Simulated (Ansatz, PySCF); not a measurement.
Gas-phase reaction (SMILES): FC(F)CC(F)(F)F [1,1,1,3,3-pentafluoropropane] + 6 C (CH4) -> 2 CC (C2H6) [ethane] + 5 CF (CH3F) [fluoromethane]; bond separation energy.

Each molecule is optimised on its own at B3LYP-D3(BJ)/def2-TZVP (Ansatz, an electronic-structure program), one conformer each, not searched for the lowest. Valence correlation only, unless marked. No spin-orbit coupling. Non-relativistic. CBS marks a two-point X^-3 extrapolation of the correlation energy; Hartree-Fock from the larger set. [CCSD(T)-MP2]/basis is that difference in the basis named. Thermal terms are rigid-rotor harmonic-oscillator values from B3LYP-D3(BJ) frequencies (Ansatz or PySCF) at 298.15 K and 1 atm. 1 Eh = 627.5095 kcal/mol.

| species | E, RI-MP2/CBS(cc-pVTZ,cc-pVQZ)+[CCSD(T)-MP2]/cc-pVTZ (Ansatz) (Eh) | E, PBE0-D4/def2-TZVPD (Ansatz + dftd4) (Eh) | H - E (Eh) |
|---|---|---|---|
| FC(F)CC(F)(F)F | -614.91768 | -615.02888 | 0.07424 |
| C (CH4) | -40.46125 | -40.47492 | 0.04840 |
| CC (C2H6) | -79.71807 | -79.75255 | 0.07887 |
| CF (CH3F) | -139.63110 | -139.65620 | 0.04297 |

### Question
Work out ΔE and ΔH at 298.15 K at the first level, then ΔH at the second.

### Answer

1. ΔE = [2×(-79.71807) + 5×(-139.63110)] - [(-614.91768) + 6×(-40.46125)] = 0.09354 Eh = 58.7 kcal/mol at RI-MP2/CBS(cc-pVTZ,cc-pVQZ)+[CCSD(T)-MP2]/cc-pVTZ.
2. The terms H - E add up to 0.00795 Eh, so ΔH = (0.09354 + (0.00795))×627.5095 = 63.7 kcal/mol.
3. At PBE0-D4/def2-TZVPD the same steps give ΔE = 57.9 and ΔH = 62.9 kcal/mol, a shift of -0.8 from the first level.
4. These values are not checked against measurement here, since the tables used lack a sound gas-phase enthalpy of formation for at least one species.
